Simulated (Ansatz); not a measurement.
Reaction (cleavage of the Si–Al bond): `[SiH3][Al]1[CH2][SiH2]1` + `C=C=C(O)Cl` → `C=C=C(Cl)O[SiH3]` + `[CH2]1[AlH][SiH2]1`

Calculated with Ansatz (gas phase, PBE0-D4/def2-TZVP geometries, no zero-point term in ΔE). CCSD(T)/CBS adds triple-zeta CCSD(T) − MP2 to the extrapolated MP2 energy (def2 sets, frozen cores). DFT in def2-TZVPP. B3LYP here is the variant with VWN-RPA as its local correlation; programs differ in this. HSE06 is defined as in plane-wave codes. Each species was taken in one conformer, which may not be the lowest.

```
             level  ΔE (kcal/mol)  difference from CCSD(T)/CBS
       LDA (SPW92)          -10.9                          5.2
            PBE-D4          -10.1                          6.0
         revPBE-D4          -11.1                          5.0
           BLYP-D4          -15.7                          0.4
         r2SCAN-D4          -14.1                          2.0
            B97M-V          -16.8                         -0.7
           PBE0-D4          -11.7                          4.4
          B3LYP-D4          -16.5                         -0.4
        r2SCANh-D4          -14.4                          1.7
        r2SCAN0-D4          -14.8                          1.3
          HSE06-D4          -11.5                          4.6
          BHLYP-D4          -18.6                         -2.5
           ωB97M-V          -17.3                         -1.2
            B2PLYP          -16.6                         -0.5
          PBE-QIDH          -14.6                          1.5
               PBE           -9.2                          6.9
            revPBE           -8.5                          7.6
              BLYP          -13.8                          2.3
              PBE0          -11.0                          5.1
             B3LYP          -15.1                          1.0
           r2SCAN0          -14.5                          1.6
             BHLYP          -17.7                         -1.6
         CAM-B3LYP          -17.3                         -1.2
           LC-ωPBE          -14.0                          2.1
RPA@PBE/def2-TZVPP          -16.1                          0.0
       HF/def2-SVP          -18.0                         -1.9
      MP2/def2-SVP          -16.6                         -0.5
     CCSD/def2-SVP          -14.8                          1.3
  CCSD(T)/def2-SVP          -14.5                          1.6
     HF/def2-TZVPP          -20.3                         -4.2
    MP2/def2-TZVPP          -18.1                         -2.0
SCS-MP2/def2-TZVPP          -18.8                         -2.7
   CCSD/def2-TZVPP          -16.2                         -0.1
CCSD(T)/def2-TZVPP          -15.6                          0.5
     HF/def2-QZVPP          -20.8                         -4.7
    MP2/def2-QZVPP          -18.5                         -2.4
SCS-MP2/def2-QZVPP          -19.2                         -3.1
      HF/CBS(def2)          -20.8                         -4.7
     MP2/CBS(def2)          -18.6                         -2.5
    CCSD/CBS(def2)          -16.7                         -0.6
       CCSD(T)/CBS          -16.1                            0
```

Largest T1 diagnostic among the species: 0.014.

From PBE to PBE0 (25 % exact exchange), in def2-TZVPP and without D4, ΔE moves by −1.8 kcal/mol. In def2-TZVPP, CCSD(T) changes the Hartree–Fock value by +4.7 kcal/mol (the triples alone add +0.6 kcal/mol) and MP2 by +2.2 kcal/mol.
